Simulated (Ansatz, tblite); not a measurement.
Cost and result up the ladder for the cluster Si₂O₂⁻ (4 atoms). Charge -1, multiplicity 2. Geometry: PBE0-D4/def2-TZVPD.

```xyz
4

Si    0.3997    0.5070    1.0691
Si   -0.3993   -0.5073   -1.0691
O     0.6022    0.8000   -0.6045
O    -0.6027   -0.7997    0.6046
```

Ansatz on 4 threads of Arm Neoverse V1 on a shared host; xTB runs through tblite on one thread. Times are rough, summed over both states, and most runs start from the orbitals of an earlier one. PBE0-D4/def2-TZVPD serves as the yardstick here, not as an exact answer. The other state is a singlet.

The xTB rows come from tblite. The structure comes from a short search, and lower isomers may exist.

Run but left out: HF/def2-TZVPPD, MP2/def2-TZVPPD (doublet: a determinant that CCSD turns far, T1 0.061).

Raw xTB energies of ions are shifted by several eV, and xTB has no spin-polarisation term.

```tsv
level	functions	vertical IE (eV)	difference from PBE0-D4/def2-TZVPD (eV)	remarks
r2SCAN-D4/def2-TZVPD	166	0.90	0.17	HOMO above zero (-1 doublet)
GFN1-xTB	26	3.19	2.46	–
PBE0-D4/def2-TZVPD	166	0.73	0.00	HOMO above zero (-1 doublet)
GFN2-xTB	26	2.94	2.20	–
PBE-D4/def2-TZVPD	166	0.83	0.10	HOMO above zero (-1 doublet)
```

Q: Estimate how long each takes.

A: GFN1-xTB 0.006 s; GFN2-xTB 0.006 s; PBE-D4/def2-TZVPD 3.1 s; PBE0-D4/def2-TZVPD 4.1 s; r2SCAN-D4/def2-TZVPD 6.2 s. On shared hardware such times vary by a factor of up to 3.
